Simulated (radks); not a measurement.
Values are calculated unless marked as measured or tabulated.
Q: All-electron atom: Ba III in [Xe]. Code: a radial shooting solver on a logarithmic mesh with Libxc functionals. Model: scalar-relativistic Kohn-Sham, PBEsol, spin-polarised, spherical densities, finite nucleus; Fermi nuclear charge, rms radius 4.8378 fm. Some entries of the table are withheld. Estimate them.

orbital  occ.  eigenvalue (eV)  <r> (bohr)
1s          2        -37251.55     0.02559
2s          2              (1)      0.1098
2p          6        -5292.150     0.09621
3s          2              (2)         (3)
3p          6        -1060.299      0.2901
3d         10              (4)      0.2667
4s          2        -256.0684         (5)
4p          6        -193.2778      0.7157
4d         10        -102.0948         (6)
5s          2         -46.0256       1.631
5p          6         -30.9262       1.892

A: 
(1) 2s eigenvalue (eV): -5898.995
(2) 3s eigenvalue (eV): -1254.873
(3) 3s <r> (bohr): 0.2921
(4) 3d eigenvalue (eV): -777.4026
(5) 4s <r> (bohr): 0.6740
(6) 4d <r> (bohr): 0.8005
